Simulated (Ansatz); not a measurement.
`C=CC(=C)[SiH3]` + `FBN[SiH3]` → `FBN([SiH3])[SiH3]` + `C=CC=C`  (ligand exchange at the Si–C bond)

Calculated with Ansatz (gas phase, PBE0-D4/def2-TZVP geometries, no zero-point term in ΔE). CCSD(T)/CBS is the MP2 limit (def2-TZVPP, def2-QZVPP) plus CCSD(T) − MP2 in def2-TZVPP, frozen cores. DFT in def2-TZVPP. B3LYP here is the variant with VWN-RPA as its local correlation; programs differ in this. Each species was taken in one conformer, which may not be the lowest.

`C=CC(=C)[SiH3]`:

```xyz
13

C     0.447   -1.953    0.408
C     0.959   -0.725    0.467
C     0.274    0.493    0.050
C     0.888    1.679    0.154
Si   -1.469    0.431   -0.634
H     1.013   -2.816    0.736
H    -0.554   -2.143    0.032
H     1.969   -0.594    0.854
H     0.410    2.605   -0.147
H     1.900    1.759    0.546
H    -1.884    1.817   -0.970
H    -1.536   -0.413   -1.858
H    -2.417   -0.139    0.361
```

`FBN[SiH3]`:

```xyz
9

F     1.976   -0.060    0.703
B     0.832    0.333    1.274
N    -0.346    0.247    0.524
Si   -0.486   -0.333   -1.121
H     0.863    0.741    2.399
H    -1.193    0.549    0.979
H     0.320    0.499   -2.048
H    -0.042   -1.744   -1.228
H    -1.923   -0.233   -1.482
```

`FBN([SiH3])[SiH3]`:

Cartesian coordinates in Å:
```
F 2.320 -0.987 -0.549
B 1.570 0.122 -0.558
N 0.243 0.042 -0.091
Si -0.804 1.443 -0.071
Si -0.372 -1.503 0.482
H 2.068 1.130 -0.965
H -1.263 1.710 1.317
H -1.999 1.195 -0.917
H -0.047 2.606 -0.589
H -0.347 -2.517 -0.599
H -1.778 -1.257 0.896
H 0.409 -1.985 1.646
```

`C=CC=C`:

```xyz
10

C     0.143   -1.753   -0.535
C    -0.323   -0.647    0.044
C     0.322    0.647   -0.044
C    -0.143    1.753    0.535
H     1.057   -1.740   -1.119
H    -0.371   -2.702   -0.444
H    -1.242   -0.691    0.624
H     1.242    0.691   -0.624
H    -1.057    1.740    1.119
H     0.371    2.702    0.444
```

Problem. Is it downhill or uphill in electronic energy at CCSD(T)/CBS, and by how much? (Best estimate.)

Solution. The calculation gave: Downhill: ΔE = -11.9 kcal/mol.

Problem. What do these levels give: r2SCANh-D4, B3LYP, HF/def2-SVP, CCSD/def2-SVP, HF/def2-TZVPP, SCS-MP2/def2-QZVPP? (An estimate is asked.)

Solution. The calculation gave: r2SCANh-D4 -11.6, B3LYP -11.6, HF/def2-SVP -12.8, CCSD/def2-SVP -11.7, HF/def2-TZVPP -13.7, SCS-MP2/def2-QZVPP -12.4 kcal/mol.

Largest T1 diagnostic among the species: 0.012.

From BLYP to BHLYP (50 % exact exchange), in def2-TZVPP and without D4, ΔE moves by −1.5 kcal/mol. Leaving LDA and LC-ωPBE aside and taking each functional with its dispersion term where it has one, the values, not all of them listed here, spread over 3.0 kcal/mol, from BHLYP-D4 to revPBE-D4. In def2-TZVPP, CCSD(T) changes the Hartree–Fock value by +1.8 kcal/mol (the triples alone add +0.3 kcal/mol) and MP2 by +1.8 kcal/mol.
